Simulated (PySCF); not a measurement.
The metal is changed in MCl4-. All species are isolated molecules in the gas phase. Multiplicities are imposed; where one is given, others were not computed.

The spin population on the central atom (Mulliken) from two functionals at the same geometries (TPSS-D3(BJ)/def2-SVP), both in PySCF: PBE-D3(BJ)/def2-TZVP and B3LYP-D3(BJ)/def2-TZVP. B3LYP has the VWN-RPA correlation part, as in Gaussian. 

```
species                                                PBE-D3(BJ)/def2-TZVP
-----------------------------------------------------  --------------------
M = Co, multiplicity 3 ([Co(Cl)4]- (excited triplet))                  1.69
M = Co, multiplicity 5 ([Co(Cl)4]- (lower quintet))                    2.70
M = Ni, multiplicity 2 ([Ni(Cl)4]- (excited doublet))                  0.71
M = Ni, multiplicity 4                                                 1.63
```

Q: What does B3LYP-D3(BJ)/def2-TZVP give for each?

A: 
- M = Co, multiplicity 3 ([Co(Cl)4]- (excited triplet)): 1.97
- M = Co, multiplicity 5 ([Co(Cl)4]- (lower quintet)): 2.85
- M = Ni, multiplicity 2 ([Ni(Cl)4]- (excited doublet)): 0.99
- M = Ni, multiplicity 4: 1.76
Over these rows, drawn at random from the members with no instability flagged (it was tested for open shells, ions and some series alone), PBE minus B3LYP-D3(BJ): mean -0.21, from -0.28 to -0.13.
